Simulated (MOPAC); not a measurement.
MOPAC input (PM7):

```
PM7 PRECISE GNORM=0.05 LET XYZ CHARGE=-1 GEO-OK AUX(PRECISION=9) THREADS=1
HSe

Se   -0.00000000 1   -0.00000000 1   -0.04223725 1
H     0.00000000 1    0.00000000 1    1.43606650 1
```

Question: What heat of formation does the run end on?

Answer: -40.37 kcal/mol.
